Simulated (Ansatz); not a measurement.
System: C6H11, charge 0, multiplicity 2. It need not be the lowest isomer of its formula. SMILES: [CH2]CCCC=C
Structure (B3LYP-D3(BJ)/def2-TZVP (Ansatz, a quantum-chemistry and plane-wave program) minimum search):
```
C
H 1 1.0929
H 1 1.0939 2 106.48
C 1 1.5335 2 109.41 3 118.48
H 4 1.0937 1 109.69 2 62.32
H 4 1.0965 5 106.75 1 -117.38
C 4 1.4964 5 109.73 6 -118.43
C 7 1.3269 4 125.26 5 -4.82
H 8 1.0825 7 121.75 4 -179.22
H 8 1.0845 9 116.82 7 179.83
H 7 1.0878 8 118.96 9 -0.38
C 1 1.5445 2 109.48 3 -117.90
H 12 1.0948 1 108.15 2 -64.34
H 12 1.0953 13 106.77 1 116.03
C 12 1.4840 13 110.17 14 119.63
H 15 1.0816 12 120.97 13 34.37
H 15 1.0818 16 117.56 12 -170.97
```
Charge 0, spin multiplicity 2.

Wanted: atomisation energy (electronic, to ground-state atoms), in kcal/mol. Cores are frozen in the correlated levels unless marked. UHF or UKS for open shells. No spin-orbit coupling. No relativistic terms. The coupled-cluster limit lacks core correlation, which all-electron functionals hold. Basis-set limits of correlation are two-point, X^-3; Hartree-Fock from the larger set. [CCSD(T)-MP2]/basis is that difference in the basis named.

```json
[
 {"level": "HF/cc-pVDZ", "program": "Ansatz", "atomisation energy (kcal/mol)": "1224.6"}
]
```

Task: What does RI-MP2/CBS(cc-pVTZ,cc-pVQZ)+[CCSD(T)-MP2]/cc-pVTZ (Ansatz) give?

Result: 1633.0 kcal/mol, so HF/cc-pVDZ differs from it by -408.4 kcal/mol.
